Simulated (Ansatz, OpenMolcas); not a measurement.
# How methods differ on GeH3Br (SMILES [GeH3][Br])

GeH3Br has 5 atoms, charge 0, and is taken as a singlet. As SMILES, `[GeH3][Br]`. The coordinates come from a PBE0-D4/def2-TZVP relaxation.

Quantity: the HOMO–LUMO gap, in eV. The values are calculated.

| level | kind | program | value (eV) | CPU time |
| --- | --- | --- | --- | --- |
| HF/aug-cc-pVDZ | Hartree–Fock | OpenMolcas | 12.11 | 14 s |
| SVWN5/aug-cc-pVDZ | LDA | OpenMolcas | 5.14 | 24 s |
| PBE/aug-cc-pVDZ | GGA | OpenMolcas | 5.26 | 32 s |
| TPSS/aug-cc-pVDZ | meta-GGA | OpenMolcas | 5.55 | 42 s |
| B3LYP/aug-cc-pVDZ | global hybrid | Ansatz | 6.79 | 13 s |
| BHLYP/aug-cc-pVDZ | global hybrid | Ansatz | 9.09 | 13 s |
| wB97M-V/aug-cc-pVDZ | range-separated hybrid | Ansatz | 10.74 | 80 s |
| wB97X/aug-cc-pVDZ | range-separated hybrid | Ansatz | 11.39 | 38 s |

All-electron rows without a relativistic Hamiltonian named are non-relativistic. The values span 5.14 to 12.11 eV. Orbital gaps aren't excitation energies; they tend to grow with the share of exact exchange. Times are those of the runs behind each value, whatever else they computed, on shared processors of several kinds: orders of magnitude only.
